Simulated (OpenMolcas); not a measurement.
**neutral sulfur: Slater's ratio, worked from levels**

```json
{
  "Program": "OpenMolcas",
  "Basis": "ANO-RCC-VQZP [6s5p3d2f1g]",
  "Scalar Hamiltonian": "DKH2, point nucleus",
  "Active space": "6 electrons in 8 orbitals (3s 3p 4s 4p)",
  "State averaging": "2S+1 = 3 even, 3 roots; 2S+1 = 1 even, 6 roots; 2S+1 = 3 odd, 3 roots (0 in the spin-orbit step)",
  "Spin-orbit coupling": "RASSI with atomic mean-field integrals over the reference wave functions, term energies averaged over their components"
}
```

Methods: CASSCF; SS-CASPT2, IPEA 0.25 Eh, imaginary shift 0.1 Eh (closed shells correlated: 2s 2p). Measured levels: NIST Handbook of Basic Atomic Spectroscopic Data.

**Slater's ratio.** With one set of orbitals, p4 has 1D - 3P = 6 F2 and 1S - 1D = 9 F2 (F2 = F²/25), a ratio of 3/2. Term energies are centres of gravity, weighted by 2J + 1.

| Source | 1D - 3P | 1S - 3P | F2 from the first | Ratio |
| --- | --- | --- | --- | --- |
| CASSCF | 11252 | 20276 | 1875 | 0.802 |
| SS-CASPT2 | 9366 | 22130 | 1561 | 1.363 |
| measured | 9043 | 21984 | 1507 | 1.431 |

Energies in cm-1. A ratio away from 3/2 shows effects beyond one configuration with one set of orbitals, and in heavier atoms second-order spin-orbit shifts. In CASSCF the valence s occupation is 1.93 in 1S against 2.00 in 1D: mixing out of s² acts most on 1S and pulls it down.

CASPT2 breaks the degeneracy within a term, and the mean is taken; among the terms shown or strongly mixed into the levels shown the widest spread is 53 cm-1 (3s2 3p4 1D, SS-CASPT2). Active for correlation alone: 4p 4s; no level in the range computed is led by a configuration that fills them, so any true level of that kind is missing. No level of 3s 3p5 was computed, though it lies in the active space. Without dynamic correlation excited terms often stand tens of per cent too high (terms of higher spin than the ground term too low), and those without a measured partner can miss by more than the paired ones (holds for CASSCF). Measured partners are found by configuration, term and J. A level has none where our copy of the source lacks it or the pairing is in doubt (some pairs that miss far off the trend of their configuration count as doubtful), and it then counts in no deviation. Only configurations of the active space appear.
